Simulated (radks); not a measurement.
Effect of the nuclear size on the osmium ion Os3+, [Xe] 4f14 5d5. All-electron calculation, Dirac Kohn-Sham, LDA (Slater exchange, Perdew-Wang correlation), spin-unpolarised, spherical densities, finite nucleus; open shells fill j = l - 1/2 first; Fermi nuclear charge, rms radius 5.4126 fm. Program: a radial shooting solver on a logarithmic mesh with Libxc functionals. The rms radius is varied about that value; shifts are against it.

rms radius (fm) = 4.6981: total energy shift (eV) -17.9; density at nucleus (e/bohr^3) 1.757e+06; 1s1/2 shift (meV) -7220; 2s1/2 shift (meV) -1040; 5s1/2 shift (meV) -10.8; 5p1/2 shift (meV) -0.044; 5d5/2 shift (meV) 0.172; 6s1/2 (empty) shift (meV) -1.75; 6p1/2 (empty) shift (meV) -0.059
rms radius (fm) = 5.169: total energy shift (eV) -6.28; density at nucleus (e/bohr^3) 1.697e+06; 1s1/2 shift (meV) -2530; 2s1/2 shift (meV) -364; 5s1/2 shift (meV) -3.80; 5p1/2 shift (meV) -0.016; 5d5/2 shift (meV) 0.061; 6s1/2 (empty) shift (meV) -0.615; 6p1/2 (empty) shift (meV) -0.021
rms radius (fm) = 5.4126: total energy shift (eV) 0; density at nucleus (e/bohr^3) 1.668e+06; 1s1/2 shift (meV) 0.000; 2s1/2 shift (meV) 0.000; 5s1/2 shift (meV) 0.000; 5p1/2 shift (meV) 0.000; 5d5/2 shift (meV) 0.000; 6s1/2 (empty) shift (meV) 0.000; 6p1/2 (empty) shift (meV) 0.000
rms radius (fm) = 5.8997: total energy shift (eV) 13.1; density at nucleus (e/bohr^3) 1.616e+06; 1s1/2 shift (meV) 5290; 2s1/2 shift (meV) 759; 5s1/2 shift (meV) 7.92; 5p1/2 shift (meV) 0.033; 5d5/2 shift (meV) -0.126; 6s1/2 (empty) shift (meV) 1.28; 6p1/2 (empty) shift (meV) 0.043
rms radius (fm) = 6.6629: total energy shift (eV) 35.0; density at nucleus (e/bohr^3) 1.545e+06; 1s1/2 shift (meV) 14100; 2s1/2 shift (meV) 2030; 5s1/2 shift (meV) 21.2; 5p1/2 shift (meV) 0.090; 5d5/2 shift (meV) -0.338; 6s1/2 (empty) shift (meV) 3.43; 6p1/2 (empty) shift (meV) 0.116

Slopes of the eigenvalues against <r^2> in GHz/fm^2, as finite differences over the two radii next to the reference (eigenvalue slopes, not the field-shift constants of lines): 1s1/2 234000, 2s1/2 33600, 5s1/2 350, 5p1/2 1.45, 5d5/2 -5.59, 6s1/2 (empty) 56.7, 6p1/2 (empty) 1.90.
